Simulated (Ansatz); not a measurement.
Molecule: trifluoro(isocyanato)silane, CF₃NOSi, net charge 0, singlet state. SMILES: N([Si](F)(F)F)=C=O
Geometry from a B3LYP-D3(BJ)/def2-TZVP (Ansatz, an electronic-structure program) optimisation:
```xyz
7

O      3.2467    -0.1067    -0.2157
C      2.0996    -0.0895    -0.0398
N      0.9217    -0.0790     0.1757
Si    -0.7376     0.0254     0.0432
F     -1.4002    -0.2320     1.4439
F     -1.1694     1.4519    -0.4580
F     -1.2856    -1.0436    -0.9715
```

Atomisation energy built up term by term with Ansatz (kcal/mol; UHF references for open shells; valence terms freeze the core; atomic spin-orbit terms are left out). CBS marks a two-point X^-3 extrapolation of the correlation energy; Hartree-Fock from the larger set.

| term | basis | kcal/mol |
|---|---|---|
| Hartree-Fock | aug-cc-pV(Q+d)Z | 591.65 |
| CCSD correlation | CBS(aug-cc-pV(T+d)Z,aug-cc-pV(Q+d)Z) | 242.58 |
| (T) | CBS(aug-cc-pV(T+d)Z,aug-cc-pV(Q+d)Z) | 22.95 |
| core correlation | cc-pwCVTZ | 2.36 |
| scalar relativity (X2C) | cc-pVTZ-DK against cc-pVTZ | -2.21 |
| sum: De |  | 857.3 |

(T) makes 2.7 % of the CCSD(T) atomisation energy; under 5 % is typical of single-reference molecules.
